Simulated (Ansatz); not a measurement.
Harmonic frequencies (cm⁻¹) at PBE0-D4/def2-TZVP from Ansatz: 64, 98, 125, 349, 353, 402, 490, 541, 650, 678, 760, 860, 886, 936, 938, 2129, 2131, 2224, 2238, 2243, 2712.

Each molecule was computed in one conformer, which needn't be the lowest.

Which molecule is it?
A. `[AlH2]/[N]=C\[SiH3]`
B. `S[SiH2][GeH3]`
C. `[SiH3][S][GeH3]`
D. `[SiH3][GeH2][SH]`

D.
